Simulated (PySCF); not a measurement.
BH2O2, multiplicity 2. Atoms are numbered in the order given.

```xyz
5

O      0.0000     1.2210     0.0411
B      0.0000     0.0000    -0.5365
O      0.0000    -1.2210     0.0411
H      0.0000     1.2322     1.0121
H      0.0000    -1.2322     1.0121
```
Charge 0, spin multiplicity 2.

Coordinates come from a r2SCAN-D4/def2-TZVP optimisation. The isomer is the one that the SMILES or the coordinates give; other isomers of the formula were not compared. Other conformers were not sampled.

Calculation: TDA-ωB97X/def2-SVPD run with PySCF.

Vertical excitations. 

```
state    energy (eV)  λ (nm)      f          main pairs
-------  -----------  ------  -----  ------------------
root 1          4.48     277  0.048  α HOMO→LUMO+2 94 %
root 2          5.45     227  0.063    α HOMO→LUMO 94 %
root 3          5.97     208  0.000    β HOMO→LUMO 97 %
root 4          6.53     190  0.124  α HOMO→LUMO+1 95 %
root 5          6.55     189  0.001  β HOMO−1→LUMO 94 %
root 6          6.81     182  0.086  α HOMO→LUMO+3 88 %
root 7          7.71     161  0.044  β HOMO−2→LUMO 89 %
root 8          7.94     156  0.033  α HOMO→LUMO+4 87 %
root 9          8.08     153  0.015  α HOMO→LUMO+7 87 %
root 10         8.57     145  0.010  α HOMO→LUMO+6 79 %
```
Unrestricted roots are not spin-pure.
